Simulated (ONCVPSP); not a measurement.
Plane-wave convergence, ONCV potential for Se

ONCVPSP 4.0.1 input, shortened (lines: element, Z, core and valence counts, functional; n l f; lmax; l rc ep ncon nbas qcut; lloc lpopt rc5 dvloc0; l nproj debl; icmod fcfact rcfact), LDA (Perdew-Zunger), scalar-relativistic:

```
  Se 34.00    3    5        3      upf
    1    0    2.00
    2    0    2.00
    2    1    6.00
    3    0    2.00
    3    1    6.00
    3    2   10.00
    4    0    2.00
    4    1    3.50
    2
    0    1.05    0.00    3    7    9.00
    1    1.05    0.00    4    7   12.40
    2    1.05    0.00    4    8   16.30
    4    5    0.85    4.00
    0    2    3.80
    1    3    4.00
    2    2    2.70
    3    5.00    1.35
```

Question: For each optimised wave give the share of its norm inside rc, the residual kinetic energy above qcut (Ha) and the cutoffs (Ha) for errors of 10, 1, 0.1 and 0.01 mHa per electron.

Answer:

| wave | norm inside rc | residual KE | 10 mHa | 1 mHa | 0.1 mHa | 0.01 mHa |
| --- | --- | --- | --- | --- | --- | --- |
| 3s | 0.972 | 1.6e-05 | 20.8 | 26.0 | 30.3 | 90.2 |
| 4s | 0.099 | 1.4e-04 | 17.0 | 22.2 | 44.4 | 166.9 |
| 3p | 0.957 | 1.6e-05 | 51.1 | 62.0 | 70.1 | 88.4 |
| 4p | 0.052 | 5.2e-06 | 40.7 | 54.5 | 65.5 | 74.6 |
| p projector 3 | 0.049 | 1.0e-05 | 42.5 | 56.6 | 67.6 | 76.9 |
| 3d | 0.902 | 8.2e-07 | 89.0 | 103.2 | 114.1 | 123.2 |
| d projector 2 | 0.053 | 8.1e-07 | 78.1 | 96.7 | 111.1 | 122.2 |

The occupied waves need 103 Ha and 114 Ha for 1 and 0.1 mHa.
